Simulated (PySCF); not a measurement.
Ga(H)(SH)2 (GaH3S2), SMILES [SH][GaH][SH].

Geometry optimised at PBE-D3(BJ)/def2-SVP. One conformer was computed; it need not be the lowest.

All values below come from TDDFT-PBE0/def2-SVPD in PySCF 2.14.0.

Vertical excitations.  State labels are in the subgroup C2v.

Computed lowest excited states:
```tsv
state	symmetry	energy (eV)	λ (nm)	f	main pairs
S1	B2	5.30	234	0.086	HOMO→LUMO 95 %
S2	A2	5.58	222	0.000	HOMO→LUMO+1 96 %
S3	A1	5.88	211	0.017	HOMO−1→LUMO 93 %
S4	A2	5.93	209	0.000	HOMO→LUMO+2 89 %
S5	B1	6.13	202	0.000	HOMO−2→LUMO 97 %
S6	B1	6.23	199	0.021	HOMO−1→LUMO+1 80 %
S7	A2	6.33	196	0.000	HOMO−3→LUMO 97 %
S8	B1	6.38	194	0.101	HOMO→LUMO+3 50 %, HOMO−1→LUMO+2 36 %, HOMO−1→LUMO+1 10 %
S9	B1	6.82	182	0.001	HOMO→LUMO+3 47 %, HOMO−1→LUMO+2 41 %
S10	A2	7.23	171	0.000	HOMO−1→LUMO+3 94 %
T1	B2	4.61	269	0	HOMO→LUMO 98 %
T2	A1	5.06	245	0	HOMO−1→LUMO 98 %
T3	A2	5.27	235	0	HOMO→LUMO+1 91 %
T4	A2	5.57	223	0	HOMO→LUMO+2 81 %
```
Triplets are in the Tamm–Dancoff approximation, which puts them higher than full response would, so one can lie above its singlet here.
